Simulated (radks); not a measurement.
The numbers below are computed, except where a source is named.
Rh, configuration [Kr] 4d8 5s1. Level of theory: Dirac Kohn-Sham, BP86, spin-unpolarised, spherical densities, finite nucleus; open shells fill j = l - 1/2 first; Fermi nuclear charge, rms radius 4.4945 fm (a radial shooting solver on a logarithmic mesh with Libxc functionals).

Radial electron density D(r) = 4 pi r^2 rho(r):

r (bohr),D(r) (e/bohr)
0.001491,2.177
0.001736,2.838
0.002004,3.636
0.002315,4.641
0.002673,5.898
0.003112,7.555
0.003594,9.496
0.004151,11.86
0.004794,14.69
0.005581,18.23
0.006445,22.15
0.007444,26.58
0.008597,31.46
0.01001,36.96
0.01156,42.27
0.01335,47.35
0.01542,51.84
0.01795,55.46
0.02073,57.46
0.02394,57.83
0.02764,56.62
0.03192,54.25
0.03716,51.41
0.04292,49.57
0.04957,49.71
0.05725,52.52
0.06664,58.16
0.07697,64.65
0.08889,69.97
0.1027,71.78
0.1195,68.50
0.138,61.30
0.1594,53.09
0.1841,47.61
0.2143,47.37
0.2475,51.49
0.2858,55.85
0.3301,55.86
0.3843,48.76
0.4438,37.20
0.5125,25.44
0.5919,17.50
0.6836,14.57
0.7958,14.96
0.9191,15.65
1.061,14.78
1.226,12.30
1.427,8.980
1.648,6.144
1.903,4.035
2.198,2.622
2.559,1.666
2.955,1.075
3.413,0.6708
3.942,0.3947
4.589,0.2053
5.3,0.09830
6.12,0.04090
7.068,0.01454
8.229,0.004053
9.503,0.0009906
10.97,0.0001931

D(r) has 4 maxima, at r = 0.0230, 0.101, 0.307, 0.926 bohr, and minima at 0.0458, 0.199, 0.711 bohr, inside which lie 2.04, 11.13, 29.08 electrons.
